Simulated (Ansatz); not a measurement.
CH₆CdSSi, SMILES C[S][Cd][SiH3].

The structure is a stationary point at B3LYP-D3(BJ)/def2-SVP. The structure was generated by enumeration; whether it is a known compound was not checked. The def2 effective core potentials stand for the cores of Cd; spin–orbit coupling is left out. Other conformers were not sampled.

Two levels are set side by side: PBE/def2-SVPD (Ansatz, a program for electronic structure) and CAM-B3LYP/def2-SVPD (Ansatz). Energy differences of separate SCF runs at the same geometry; the states with an electron removed or added have multiplicity 2 and 2. Differences are taken from unrounded values.

```
quantity                           CAM-B3LYP
---------------------------------  ---------
vertical ionisation energy (eV)         8.41
vertical singlet–triplet gap (eV)       4.14
```

### Question
What does PBE give, and how far is it from CAM-B3LYP? (Estimate from the structure and the level; the computed values follow.)

### Answer

```
quantity                            PBE  PBE minus CAM-B3LYP
---------------------------------  ----  -------------------
vertical ionisation energy (eV)    8.33                -0.08
vertical singlet–triplet gap (eV)  3.92                -0.22
```
